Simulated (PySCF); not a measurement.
## Radial density of Ca (calcium, neutral)

BP86, [Ar] 4s2, closed-shell 1S. Computed with PySCF 2.14 in x2c-SVPall (5s3p2d, 24 functions), with the spin-free X2C one-electron Hamiltonian (Gaussian nucleus).

```json
{"r (bohr)": "0.00128", "4πr²ρ (e/bohr)": "0.1250"}
{"r (bohr)": "0.00216", "4πr²ρ (e/bohr)": "0.3420"}
{"r (bohr)": "0.00364", "4πr²ρ (e/bohr)": "0.8935"}
{"r (bohr)": "0.00611", "4πr²ρ (e/bohr)": "2.180"}
{"r (bohr)": "0.0103", "4πr²ρ (e/bohr)": "5.055"}
{"r (bohr)": "0.0173", "4πr²ρ (e/bohr)": "10.51"}
{"r (bohr)": "0.0291", "4πr²ρ (e/bohr)": "18.27"}
{"r (bohr)": "0.0489", "4πr²ρ (e/bohr)": "23.48"}
{"r (bohr)": "0.0823", "4πr²ρ (e/bohr)": "20.15"}
{"r (bohr)": "0.138", "4πr²ρ (e/bohr)": "17.43"}
{"r (bohr)": "0.233", "4πr²ρ (e/bohr)": "24.41"}
{"r (bohr)": "0.392", "4πr²ρ (e/bohr)": "16.41"}
{"r (bohr)": "0.659", "4πr²ρ (e/bohr)": "5.892"}
{"r (bohr)": "1.11", "4πr²ρ (e/bohr)": "7.545"}
{"r (bohr)": "1.86", "4πr²ρ (e/bohr)": "2.342"}
{"r (bohr)": "3.14", "4πr²ρ (e/bohr)": "0.6614"}
{"r (bohr)": "5.27", "4πr²ρ (e/bohr)": "0.3059"}
{"r (bohr)": "8.87", "4πr²ρ (e/bohr)": "0.01020"}
{"r (bohr)": "14.9", "4πr²ρ (e/bohr)": "1.539e-05"}
```

Densities and radii are taken from the X2C orbitals without a picture-change correction, which distorts them close to the nucleus.
